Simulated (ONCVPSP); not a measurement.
# iridium: one change to an ONCV potential, before and after

ONCVPSP 4.0.1 input, shortened (lines: element, Z, core and valence counts, functional; n l f; lmax; l rc ep ncon nbas qcut; lloc lpopt rc5 dvloc0; l nproj debl; icmod fcfact rcfact), PBE, fully relativistic:

```
  Ir 77.00   11    4        4      upf
    1    0    2.00
    2    0    2.00
    2    1    6.00
    3    0    2.00
    3    1    6.00
    3    2   10.00
    4    0    2.00
    4    1    6.00
    4    2   10.00
    4    3   14.00
    5    0    2.00
    5    1    6.00
    5    2    7.00
    6    0    1.50
    6    1    0.50
    2
    0    2.15    0.00    3    6    2.40
    1    1.45    0.00    3    7   11.40
    2    1.85    0.00    4    9    9.30
    4    5    1.35    6.00
    0    2    0.40
    1    2    3.10
    2    2    2.90
    3    2.00    1.55
```

Open shells are filled in proportion to 2j + 1.

Change: all radii but the core radius scaled by about 1.31 (s 2.82, p 1.90, d 2.42 bohr); local potential polynomial inside 1.76 bohr (lpopt 5, dvloc0 6 Ha).

Cutoffs: the cutoffs (Ha) at which the residual kinetic energy of the hardest occupied pseudo-wave falls to 1 and 0.1 mHa per electron; they do not see the model core or the augmentation charge, which bear on the density cutoff. Errors are all-electron minus pseudo energies relative to the spin-unpolarised reference configuration.

Question: What does the change do?

Answer: The potential gets softer (41 Ha and 49 Ha → 27 Ha and 33 Ha); the bound ghost in s disappears; of the 4 tests that both files solve, the error grows in 3 and shrinks in 1 by more than 15 % and 0.3 meV (median size 10.5 → 15.7 meV). A larger radius leaves more room for a smooth pseudo-wave, so fewer plane waves are needed.

| quantity | base | changed |
| --- | --- | --- |
| cutoff, loose | 41 Ha | 27 Ha |
| cutoff, tight | 49 Ha | 33 Ha |
| loose cutoff by channel | s 8.5 Ha, p 41 Ha, d 20 Ha | s 3.4 Ha, p 27 Ha, d 16 Ha |
| bound ghosts | s | none |
| GHOST(+) flags under 300 eV | none | none |
| error for 5p6 5d7 6s2 6p0, meV [ΔE -2.58 eV] | -1.7 | -2.6 |
| error for 5p6 5d7 6s1 6p0, meV [ΔE 7.31 eV] | -1.7 | -0.5 |
| error for 5p6 5d7 6s0 6p0, meV [ΔE 24.78 eV] | -19 | -29 |
| error for 5p6 5d6 6s2 6p0, meV [ΔE 9.62 eV] | -24 | +30 |
| rms error of d²Exc/dni dnj with the model core, mHa | 3.76 | 3.59 |

 A true bound ghost makes a file unfit for plane-wave use even where its test errors are small: the radial tests pick states by their node count and pass the ghost by.
